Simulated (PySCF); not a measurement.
A calculated (UHF, PySCF 2.14, 6-31G*, no relativity, point nucleus) atom or ion has these occupied shells.

```
shell  electrons  orbital energy (eV)  rms radius, mean of both spins (bohr)
 1s α          1              -5499.5                                 0.0776
 1s β          1              -5499.5                                 0.0776
 2s α          1              -667.04                                  0.335
 2s β          1              -665.36                                  0.335
 2p α          3              -562.33                                  0.304
 2p β          3              -560.65                                  0.304
 3s α          1              -105.86                                   1.03
 3s β          1              -100.02                                   1.03
 3p α          3              -75.039                                   1.11
 3p β          3              -67.856                                   1.11
 3d α          3              -30.227                                   1.42
```

**Question.** Name the element and its charge.

**Answer.** V²⁺ (vanadium, charge +2), in [Ar] 3d3, high-spin 4F determinant.
